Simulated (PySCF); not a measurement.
## Electron correlation in Ru⁺ (ruthenium, charge +1)

[Kr] 4d7, high-spin 4F determinant. All numbers are calculated (PySCF 2.14, the spin-free X2C one-electron Hamiltonian (Gaussian nucleus), in ANO-RCC-VTZP (7s6p4d2f1g, 68 functions)). Frozen: [Ar] 3d10; 15 electrons correlated.

```json
{"level": "CCSD", "correlation energy (mhartree)": "-457.73"}
{"level": "(T)", "correlation energy (mhartree)": "-12.42"}
{"level": "CCSD(T)", "correlation energy (mhartree)": "-470.15"}
```

Diagnostics: T1 = 0.0065, D1 = 0.0133, largest double amplitude 0.024.

Is a single reference adequate?

Yes, within this model without spin-orbit coupling: T1 lies below 0.03 and no double amplitude reaches 0.07.
